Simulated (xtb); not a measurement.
Input for xtb: GFN2-xTB on HIOSi (SMILES O[Si]I), a point of a torsion scan.

```
$ xtb mol.xyz --gfn 2 --opt vtight --chrg 0 --uhf 0 --input xcontrol
4

O     -1.15755735     0.13110020     0.32420696
Si     0.23741939     0.98152269    -0.16658843
I      1.90642427    -0.56503505    -1.09507873
H     -1.31288463    -0.67768666    -0.21625078
$constrain
  force constant=1.0
  dihedral: 4,1,2,3,330.0
$end
```

Output:

```
[...]
           -------------------------------------------------
          |                Calculation Setup                |
           -------------------------------------------------



           -------------------------------------------------
          |                 G F N 2 - x T B                 |
           -------------------------------------------------

        Reference                      10.1021/acs.jctc.8b01176
      * Hamiltonian:
        H0-scaling (s, p, d)           1.850000    2.230000    2.230000
        zeta-weighting                 0.500000
      * Dispersion:
        s8                             2.700000
        a1                             0.520000
        a2                             5.000000
        s9                             5.000000
      * Repulsion:
        kExp                           1.500000    1.000000
        rExp                           1.000000
      * Coulomb:
        alpha                          2.000000
        third order                    shell-resolved
        anisotropic                    true
        a3                             3.000000
        a5                             4.000000
        cn-shift                       1.200000
        cn-exp                         4.000000
        max-rad                        5.000000


          ...................................................
          :                      SETUP                      :
          :.................................................:
          :  # basis functions                  25          :
          :  # atomic orbitals                  23          :
          :  # shells                            9          :
          :  # electrons                        18          :
          :  max. iterations                   250          :
          :  Hamiltonian                  GFN2-xTB          :
          :  restarted?                      false          :
          :  GBSA solvation                  false          :
          :  PC potential                    false          :
          :  electronic temp.          300.0000000     K    :
          :  accuracy                    1.0000000          :
          :  -> integral cutoff          0.2500000E+02      :
          :  -> integral neglect         0.1000000E-07      :
          :  -> SCF convergence          0.1000000E-05 Eh   :
          :  -> wf. convergence          0.1000000E-03 e    :
          :  Broyden damping             0.4000000          :
          :  net charge                          0          :
          :  unpaired electrons                  0          :
          ...................................................

 iter      E             dE          RMSdq      gap      omega  full diag
   1    -10.1726703 -0.101727E+02  0.105E+01    2.99       0.0  T
   2    -10.1882080 -0.155377E-01  0.751E+00    2.68       1.0  T
   3    -10.1912403 -0.303234E-02  0.341E+00    2.74       1.0  T
   4    -10.1902397  0.100061E-02  0.208E+00    2.60       1.0  T
   5    -10.1860273  0.421245E-02  0.195E+00    3.00       1.0  T
   6    -10.1916598 -0.563255E-02  0.645E-01    2.86       1.0  T
   7    -10.1924222 -0.762349E-03  0.210E-01    2.79       1.0  T
   8    -10.1922529  0.169297E-03  0.312E-01    2.76       1.0  T
   9    -10.1924129 -0.160052E-03  0.116E-01    2.81       1.0  T
  10    -10.1924284 -0.154494E-04  0.548E-02    2.80       1.0  T
  11    -10.1924340 -0.560717E-05  0.693E-03    2.80       7.2  T
  12    -10.1924341 -0.879302E-07  0.207E-03    2.79      24.1  T
  13    -10.1924341 -0.662709E-08  0.460E-04    2.79     108.7  T
  14    -10.1924341 -0.101766E-09  0.177E-04    2.80     281.9  T

   *** convergence criteria satisfied after 14 iterations ***

         #    Occupation            Energy/Eh            Energy/eV
      -------------------------------------------------------------
         1        2.0000           -0.7489057             -20.3788
       ...           ...                  ...                  ...
         3        2.0000           -0.6179379             -16.8149
         4        2.0000           -0.5496435             -14.9566
         5        2.0000           -0.4842229             -13.1764
         6        2.0000           -0.4670283             -12.7085
         7        2.0000           -0.4060122             -11.0482
         8        2.0000           -0.4049063             -11.0181
         9        2.0000           -0.3693250             -10.0498 (HOMO)
        10                         -0.2666102              -7.2548 (LUMO)
        11                         -0.1913182              -5.2060
        12                         -0.1644643              -4.4753
        13                         -0.0614287              -1.6716
        14                         -0.0317488              -0.8639
       ...                                ...                  ...
        23                          0.8758382              23.8328
      -------------------
[...]
   -0.6366032             -17.3229
         4        2.0000           -0.5392976             -14.6750
         5        2.0000           -0.4991413             -13.5823
         6        2.0000           -0.4649600             -12.6522
         7        2.0000           -0.3917688             -10.6606
         8        2.0000           -0.3906180             -10.6293
         9        2.0000           -0.3688634             -10.0373 (HOMO)
        10                         -0.2596683              -7.0659 (LUMO)
        11                         -0.2000347              -5.4432
        12                         -0.1493616              -4.0643
        13                         -0.0530017              -1.4423
        14                         -0.0031775              -0.0865
       ...                                ...                  ...
        23                          0.7898048              21.4917
      -------------------------------------------------------------
                  HL-Gap            0.1091951 Eh            2.9714 eV
             Fermi-level           -0.3142659 Eh           -8.5516 eV

 SCC (total)                   0 d,  0 h,  0 min,  0.001 sec
 SCC setup                      ...        0 min,  0.000 sec (  4.236%)
 Dispersion                     ...        0 min,  0.000 sec (  0.759%)
 classical contributions        ...        0 min,  0.000 sec (  0.281%)
 integral evaluation            ...        0 min,  0.000 sec ( 28.099%)
 iterations                     ...        0 min,  0.000 sec ( 24.422%)
 molecular gradient             ...        0 min,  0.001 sec ( 39.176%)
 printout                       ...        0 min,  0.000 sec (  2.603%)

         :::::::::::::::::::::::::::::::::::::::::::::::::::::
         ::                     SUMMARY                     ::
         :::::::::::::::::::::::::::::::::::::::::::::::::::::
         :: total energy             -10.172565478297 Eh    ::
         :: gradient norm              0.000042013624 Eh/a0 ::
         :: HOMO-LUMO gap              2.971350231702 eV    ::
         ::.................................................::
         :: SCC energy               -10.211698857937 Eh    ::
         :: -> isotropic ES            0.035609445265 Eh    ::
         :: -> anisotropic ES          0.000352081112 Eh    ::
         :: -> anisotropic XC         -0.007702482909 Eh    ::
         :: -> dispersion             -0.002437077709 Eh    ::
         :: repulsion energy           0.039121032622 Eh    ::
         :: add. restraining           0.000012347017 Eh    ::
         :: total charge              -0.000000000000 e     ::
         :::::::::::::::::::::::::::::::::::::::::::::::::::::

           -------------------------------------------------
          |                Property Printout                |
           -------------------------------------------------

    * Orbital Energies and Occupations

         #    Occupation            Energy/Eh            Energy/eV
      -------------------------------------------------------------
         1        2.0000           -0.7536209             -20.5071
         2        2.0000           -0.7025621             -19.1177
         3        2.0000           -0.6366032             -17.3229
         4        2.0000           -0.5392976             -14.6750
         5        2.0000           -0.4991413             -13.5823
         6        2.0000           -0.4649600             -12.6522
         7        2.0000           -0.3917688             -10.6606
         8        2.0000           -0.3906180             -10.6293
         9        2.0000           -0.3688634             -10.0373 (HOMO)
        10                         -0.2596683              -7.0659 (LUMO)
        11                         -0.2000347              -5.4432
        12                         -0.1493616              -4.0643
        13                         -0.0530017              -1.4423
        14                         -0.0031775              -0.0865
        15                          0.0177292               0.4824
        16                          0.0345120               0.9391
        17                          0.0597141               1.6249
        18                          0.0677758               1.8443
        19                          0.1295839               3.5262
        20                          0.1318308               3.5873
       ...                                ...                  ...
        23                          0.7898048              21.4917
      -------------------------------------------------------------
                  HL-Gap            0.1091951 Eh            2.9714 eV
             Fermi-level           -0.3142659 Eh           -8.5516 eV

     #   Z          covCN         q      C6AA      α(0)
     1   8 O        1.579    -0.466    22.224     6.361
     2  14 Si       1.629     0.469   182.485    28.734
     3  53 I        0.861    -0.303   394.719    34.297
     4   1 H        0.806     0.301     0.719     1.332

 Mol. C6AA /au·bohr⁶  :       1485.082866
 Mol. C8AA /au·bohr⁸  :     106375.537722
 Mol. α(0) /au        :         70.724527


Wiberg/Mayer (AO) data.
largest (>0.10) Wiberg bond orders for each atom

 ---------------------------------------------------------------------------
     #   Z sym  total        # sym  WBO       # sym  WBO       # sym  WBO
 ---------------------------------------------------------------------------
Note: The following floating-point exceptions are signalling: IEEE_DENORMAL
normal termination of xtb
     1   8 O    2.224 --     2 Si   1.329     4 H    0.865
     2  14 Si   2.603 --     1 O    1.329     3 I    1.233
     3  53 I    1.267 --     2 Si   1.233
     4   1 H    0.910 --     1 O    0.865
 ---------------------------------------------------------------------------

Topologies differ in total number of bonds
Writing topology from bond orders to xtbtopo.mol

molecular dipole:
                 x           y           z       tot (Debye)
 q only:       -0.740       0.768       0.221
   full:       -1.455       0.616       0.413       4.151
molecular quadrupole (traceless):
                xx          xy          yy          xz          yz          zz
 q only:       -3.864       4.126       4.398       4.198      -1.183      -0.534
  q+dip:       -5.805       6.956       4.609       7.811      -2.856       1.196
   full:       -5.399       6.840       2.873       8.313      -3.363       2.526

           -------------------------------------------------
          |                Geometry Summary                 |
           -------------------------------------------------

      molecular mass/u    :      171.9973163
   center of mass at/Å    :        1.3091725      -0.2502001      -0.7994728
  moments of inertia/u·Å² :        0.2413513E+02   0.2492236E+03   0.2731437E+03
rotational constants/cm⁻¹ :        0.6984687E+00   0.6764061E-01   0.6171709E-01

 * 2 selected distances

     #   Z          #   Z                                           value/Å
     1   8 O        2  14 Si                                      1.6058037 (max)
     1   8 O        4   1 H                                       0.9564776 (min)

 * 2 distinct bonds (by element types)

   Z      Z             #   av. dist./Å        max./Å        min./Å
   1 H    8 O           1     0.9564776     0.9564776     0.9564776
   8 O   14 Si          1     1.6058037     1.6058037     1.6058037


optimized geometry written to: xtbopt.xyz


           -------------------------------------------------
          | TOTAL ENERGY              -10.172565478297 Eh   |
          | GRADIENT NORM               0.000042013624 Eh/α |
          | HOMO-LUMO GAP               2.971350231702 eV   |
           -------------------------------------------------

------------------------------------------------------------------------
------------------------------------------------------------------------
 total:
 SCF:
 ANC optimizer:
```

The run finished.

Warnings raised: the energy holds the restraint's term.

Cost: about 0.06 core-seconds (a rough figure).
